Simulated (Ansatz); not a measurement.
This geometry of FH3Si + H5NSi (12 atoms, charge 0, multiplicity 1) is a first-order saddle point.

Computed with RKS B3LYP-D4/6-31G* in Ansatz.

```xyz
12
Properties=species:S:1:pos:R:3
Si -0.373 0.124 -0.054
F 0.084 -1.198 1.491
H 0.704 0.965 0.514
H -1.030 1.084 -1.019
H -0.068 -1.019 -0.943
N -1.866 -0.119 1.085
H -2.629 -0.580 0.586
Si -2.415 1.244 2.100
H -3.391 0.730 3.093
H -1.209 1.775 2.772
H -3.057 2.289 1.265
H -1.087 -0.894 1.604
```

Question: Which two structures does it join? (They come from a converged band through this point; their orientation in space is the band's.)

Answer: Bonds broken: Si1–F2, N6–H12. Bonds formed: Si1–N6, F2–H12. FH3Si + H5NSi becomes FH + H7NSi2.

Image 0:

```xyz
12
Properties=species:S:1:pos:R:3
Si 0.410 0.042 -0.201
F 0.547 -0.929 1.095
H 1.754 0.054 -0.844
H 0.075 1.425 0.209
H -0.566 -0.509 -1.170
N -2.222 -0.224 1.378
H -2.877 -0.847 0.917
Si -2.854 1.204 2.152
H -3.722 0.981 3.349
H -1.695 2.026 2.586
H -3.666 1.942 1.149
H -1.521 -0.766 1.871
```

Image 8:

```xyz
12
Properties=species:S:1:pos:R:3
Si -0.451 0.346 -0.303
F -0.406 -1.415 2.477
H 0.600 1.000 0.507
H -0.796 1.218 -1.461
H 0.015 -0.964 -0.823
N -1.833 0.062 0.765
H -2.602 -0.434 0.316
Si -2.353 1.188 2.027
H -3.098 0.430 3.062
H -1.131 1.798 2.594
H -3.241 2.261 1.497
H -1.040 -1.089 1.835
```

Question: How far does it lie above each of them?

Answer: 1.45 eV above the first and 0.68 eV above the second. This is the barrier of this one path; another mechanism may lie lower. The orbitals stay closed-shell, which can raise the energy where a bond breaks towards radicals; this wasn't checked here.

Time of the run: 5.5 min on 2 threads of Arm Neoverse V1 (shared host), peak memory 0.18 GiB.
